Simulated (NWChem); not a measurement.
A series in which one site is exchanged, each optimised at PBE0/def2-SVP with NWChem, gas phase unless a solvent is named. Some are not confirmed as minima by frequencies. def2 effective core potentials on Zr, Hf; no spin-orbit coupling.

A: [F][Ge]([F])([Cl])[Cl] (GeCl2F2; site = Ge)
B: [F][Hf]([F])([Cl])[Cl] (HfCl₂F₂; site = Hf)
C: F[Si](F)(Cl)Cl (SiCl$_{2}$F$_{2}$; site = Si)
D: [F][Zr]([Cl])([Cl])[F] (ZrCl$_{2}$F$_{2}$; site = Zr)

Values for A:

dipole (D), PBE0/def2-SVP: 1.19
vertical ionisation energy, ΔSCF, CAM-B3LYP/def2-SVP (eV): 12.59
static polarisability, CAM-B3LYP/def2-SVPD (bohr³): 54.0

### Question
How do these values change for the other members?

### Answer
```json
[
 {"change from A": "dipole (D), PBE0/def2-SVP", "B": "-1.19", "C": "-0.48", "D": "-1.08"},
 {"change from A": "vertical ionisation energy, ΔSCF, CAM-B3LYP/def2-SVP (eV)", "B": "-0.38", "C": "-0.12", "D": "-0.44"},
 {"change from A": "static polarisability, CAM-B3LYP/def2-SVPD (bohr³)", "B": "+9.2", "C": "-5.3", "D": "+10.5"}
]
```
